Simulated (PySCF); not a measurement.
# Hartree-Fock beside MP2: BCH3NO anion

Calculated results; nothing here was measured. They come from PySCF 2.14.0, an open-source quantum chemistry program, on an isolated molecule that a program drew, which may never have been made. The molecule is BCH3NO anion (charge -1, singlet), drawn as the SMILES string `NC=B[O-]`.

The geometry was optimised and harmonic frequencies were computed with HF and MP2, all in the aug-cc-pVDZ basis, for the commonest isotopes, with a restricted reference for singlets and an unrestricted one otherwise, and a frozen core in MP2. Each result is a local minimum of its method.

Geometry at the HF minimum:
```xyz
7
BCH3NO anion, angstrom
N    -2.4220    3.0795   -0.6777
C    -1.4029    2.0969   -0.2889
B    -1.5042    1.2231    0.8712
O    -1.6030    0.4881    1.8581
H    -3.3090    2.6536   -0.8710
H    -2.5782    3.7692    0.0334
H    -0.5410    2.0633   -0.9443
```

Lengths of the bonds as drawn, in Å (atoms numbered as above):
| bond | HF | MP2 |
|---|---|---|
| N1-C2 | 1.468 | 1.484 |
| C2-B3 | 1.456 | 1.473 |
| B3-O4 | 1.234 | 1.268 |
| N1-H5 | 1.003 | 1.021 |
| N1-H6 | 1.003 | 1.021 |
| C2-H7 | 1.083 | 1.095 |

Rotational constants, in GHz:
| constant | HF | MP2 |
|---|---|---|
| A | 40.74 | 38.78 |
| B | 4.078 | 3.987 |
| C | 3.779 | 3.686 |

Harmonic frequencies in cm^-1, each column in rising order, so a row needn't be the same motion in every method:
| rank | HF | MP2 |
|---|---|---|
| 1 | 213 | 190 |
| 2 | 227 | 193 |
| 3 | 460 | 391 |
| 4 | 578 | 523 |
| 5 | 664 | 605 |
| 6 | 852 | ? |
| 7 | 959 | 908 |
| 8 | 1197 | 1127 |
| 9 | 1261 | 1167 |
| 10 | 1391 | 1287 |
| 11 | 1765 | 1622 |
| 12 | 1928 | 1786 |
| 13 | 3268 | 3174 |
| 14 | 3683 | 3456 |
| 15 | 3734 | 3520 |

**Estimate the missing MP2 frequency from the HF column.**

A single factor s that minimises the squared misfit of MP2 against s times HF over the other rows is sum(HF x MP2) / sum(HF^2) = 0.9427, with an rms misfit of 34 cm^-1. For rank 6 it gives 0.9427 x 852 = 803 cm^-1. The calculation gives 785 cm^-1, 18 cm^-1 below the estimate. The drawn bonds are on average 1.6 % longer in MP2 than in HF.
